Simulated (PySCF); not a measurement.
A compound of formula C14H23OPS has these computed shifts in ppm, with the number of atoms in brackets (GIAO PBE0/pcSseg-1, IEF-PCM chloroform, PySCF SCF with an in-house response code, fitting set def2-universal-JFIT up to Ne and JKFIT beyond, grid level 2, non-relativistic, on the PBE0-D3(BJ)/def2-SVP geometry; 13C, 1H against isolated TMS; 17O against isolated H2O; 33S against isolated CS2).

1H: 8.19 (2), 7.79 (1), 7.78 (2), 2.48 (1), 2.32 (1), 2.24 (1), 1.81 (1), 1.76 (3), 1.53 (1), 1.25 (1), 1.19 (1), 0.94 (1), 0.89 (3), 0.45 (3), -0.11 (1)
13C: 140.1 (1), 138.3 (1), 138.2 (2), 134.8 (2), 71.8 (1), 40.8 (1), 39.8 (1), 34.1 (1), 27.9 (1), 26.7 (1), 23.4 (1), 14.2 (1)
17O: 102.9 (1)
33S: -285.7 (1)

(1) Which structure gave them?

## Answers

(1) CCCC[C@@](C)(O)C[P@@](C)(=S)c1ccccc1 ((2-Hydroxy-2-methylhexyl)methylphenylphosphine sulfide). Other isomers were not compared.
